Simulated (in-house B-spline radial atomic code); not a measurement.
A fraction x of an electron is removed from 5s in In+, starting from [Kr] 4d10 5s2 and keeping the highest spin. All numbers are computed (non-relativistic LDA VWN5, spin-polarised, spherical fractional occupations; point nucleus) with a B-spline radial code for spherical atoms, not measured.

```
   x  E(x) - E(0) (eV)  5s down level (eV)
   0            0.0000             -14.594
0.08            1.1924             -15.217
0.24            3.7275             -16.473
0.26            4.0585             -16.631
 0.5            8.2777             -18.532
0.59            9.9778             -19.247
0.73           12.7503             -20.360
0.77           13.5710             -20.678
0.92           16.7620             -21.868
   1           18.5369                   -
```

The exact functional would give a straight line between the two integer points. Deviations E(x) - E(0) - x[E(1) - E(0)], in eV: -0.291 at x = 0.08, -0.721 at x = 0.24, -0.761 at x = 0.26, -0.991 at x = 0.5, -0.959 at x = 0.59, -0.782 at x = 0.73, -0.702 at x = 0.77, -0.292 at x = 0.92.

The curve lies below the straight line by up to 0.991 eV (at x = 0.5): convex, the delocalisation error that favours fractional charges.

How well does Slater's transition state (minus the level at half occupation) give the ionisation energy?

It gives 18.532 eV against 18.537 eV from the two total energies; NIST lists 18.87 eV, ground level to ground level.
